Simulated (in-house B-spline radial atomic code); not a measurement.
Configurations of Mo⁷⁺, with energies counted from [Ar] 3d10 4s2 (4p1/2)2 (4p3/2)3. Computed with a radial B-spline atomic code at the basis-set limit: Dirac-Hartree-Fock, average of each configuration as written, Fermi nucleus of rms radius 4.4091 fm. Energies include first-order Breit, QED and recoil terms.

Occupations are held fixed; configurations that lie above the ionisation limit could autoionise.

| configuration | E - E(ref) (eV) | highest orbital | its <r> (bohr) |
| --- | --- | --- | --- |
| [Ar] 3d10 4s2 (4p1/2)2 (4p3/2)2 (5f5/2)1 | 105.13 | 5f5/2 | 3.424 |
| [Ar] 3d10 4s1 (4p1/2)2 (4p3/2)3 (5d3/2)1 | 123.8 | 5d3/2 | 2.749 |
| [Ar] 3d10 4s2 (4p1/2)2 (4p3/2)2 (7g7/2)1 | 125.79 | 7g7/2 | 7.836 |
| [Ar] 3d10 4s1 (4p1/2)2 (4p3/2)3 (7d3/2)1 | 153.69 | 7d3/2 | 6.579 |
| [Ar] (3d3/2)3 (3d5/2)6 4s2 (4p1/2)2 (4p3/2)3 (8f7/2)1 | 338.8 | 8f7/2 | 10.34 |
| [Ar] (3d3/2)4 (3d5/2)5 4s2 (4p1/2)1 (4p3/2)4 (8g9/2)1 | 339.79 | 8g9/2 | 10.62 |
| [Ne] 3s2 (3p1/2)1 (3p3/2)4 3d10 4s2 (4p1/2)2 (4p3/2)3 (6d3/2)1 | 502.92 | 6d3/2 | 4.431 |

Order these further configurations by energy, lowest first.
A. [Ar] (3d3/2)3 (3d5/2)6 4s2 (4p1/2)1 (4p3/2)4 (4f5/2)1
B. [Ar] 3d10 4s2 (4p3/2)4 (4f5/2)1
C. [Ar] (3d3/2)4 (3d5/2)5 4s2 (4p1/2)2 (4p3/2)3 (6g9/2)1
D. [Ar] (3d3/2)4 (3d5/2)5 4s2 (4p1/2)2 (4p3/2)3 (8d3/2)1
E. [Ar] 3d10 4s2 (4p1/2)1 (4p3/2)4

E (2.9031 eV), B (90.072 eV), A (294.72 eV), C (325.77 eV), D (332.63 eV).

How far above the reference does [Ar] 3d10 4s1 4p6 lie?

34.638 eV; its least bound orbital is 4p3/2 with <r> = 1.143 bohr.

How far above the reference does [Ne] 3s2 (3p1/2)2 (3p3/2)3 3d10 4s2 (4p1/2)1 (4p3/2)4 (7f5/2)1 lie?

503.29 eV; its least bound orbital is 7f5/2 with <r> = 7.639 bohr.
